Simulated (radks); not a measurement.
Species: Cr XXI. Configuration: [He] 2s2 (the NIST ground configuration). All-electron calculation, non-relativistic Kohn-Sham, PBE, spin-polarised, spherical densities, point nucleus. Program: a radial shooting solver on a logarithmic mesh with Libxc functionals.

Normalised radial functions P(r) = r R(r), r in bohr:

```
   r/bohr * 2p (the largest magnitude, 2.06, reaches the edge; | marks zero)
 0.005477 *
 0.006637 |*
 0.008042 |*
 0.009822 |*
   0.0119 | *
  0.01442 | *
  0.01747 |  *
  0.02117 |    *
  0.02565 |     *
  0.03108 |        *
  0.03766 |           *
  0.04563 |               *
  0.05529 |                    *
    0.067 |                          *
  0.08118 |                                 *
  0.09836 |                                        *
   0.1192 |                                              *
   0.1444 |                                                    *
    0.175 |                                                      *
   0.2137 |                                                     *
    0.259 |                                               *
   0.3138 |                                      *
   0.3802 |                          *
   0.4606 |                *
   0.5582 |        *
   0.6763 |   *
   0.8195 |*
```

2p (empty): eigenvalue -1530.7 eV, 0 radial nodes, <r> = 0.228 bohr, 90 % of the charge inside 0.365 bohr.
